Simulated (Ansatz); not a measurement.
A nudged elastic band was laid between two geometries of AlBBrH$_{3}$ (6 atoms, charge 0, multiplicity 1).

These are results of Ansatz, RKS PBE/def2-SVP, not measurements.

```
movable images  : 5
climbing image  : yes
spring          : 5.0 eV/Å²
optimiser       : quadratic models (default)
start path      : through a guess of the saddle point
force threshold : 0.03 eV/Å
iteration limit : 60
end points      : relaxed
```

First end point:

```xyz
6
Properties=species:S:1:pos:R:3
B -0.736 0.276 -0.875
Al 0.518 0.019 0.811
Br 1.683 -1.956 0.811
H -1.891 -0.117 -0.898
H -0.343 0.792 -1.908
H 0.769 0.986 2.060
```

Last end point:

```xyz
6
Properties=species:S:1:pos:R:3
B -0.736 0.276 -0.875
Al 0.519 0.017 0.810
Br 1.688 -1.954 0.810
H -0.347 0.799 -1.906
H -1.889 -0.122 -0.900
H 0.765 0.984 2.061
```

(1) What changes between the two ends?

(2) Give the energies along the band, and the barrier.

(3) What is the geometry of the highest image?

(4) What are the harmonic wavenumbers there?

Results:

(1) No bond is made or broken. The dihedral H4–B1–Al2–Br3 goes from 89 to -89°. The two ends are copies of one structure, up to a mirror image or an exchange of like atoms.

(2) It converged. The highest image is number 3 of 0 to 6, 0.136 eV above the ends, which have the same energy within 2 meV. A vibrational analysis at the climbing image gives one clearly imaginary mode, 185i cm⁻¹: a first-order saddle point.

| image | path coordinate (Å) | energy (eV) | dihedral H4–B1–Al2–Br3 (°) |
| --- | --- | --- | --- |
| 0 | 0.00 | 0.000 | 89 |
| 1 | 0.65 | 0.035 | 119 |
| 2 | 1.30 | 0.103 | 150 |
| 3 | 1.95 | 0.136 | -180 |
| 4 | 2.60 | 0.103 | -150 |
| 5 | 3.24 | 0.035 | -119 |
| 6 | 3.89 | 0.000 | -89 |

(3) 
```xyz
6
Properties=species:S:1:pos:R:3:forces:R:3
B -0.756 0.289 -0.905 0.00 0.00 0.01
Al 0.493 -0.069 0.813 0.00 0.00 0.01
Br 2.057 -1.738 0.711 0.00 0.00 0.00
H -1.598 1.172 -0.902 0.00 0.00 -0.01
H -0.664 -0.369 -1.924 0.00 0.00 0.00
H 0.468 0.715 2.207 0.00 0.00 0.00
```

(4) 185i, 129, 374, 375, 510, 562, 668, 797, 1097, 1876, 2505, 2603 cm⁻¹.

The run took 2.6 min on 1 thread of Intel(R) Xeon(R) Processor @ 2.70GHz, on a shared host, peak memory 0.15 GiB.
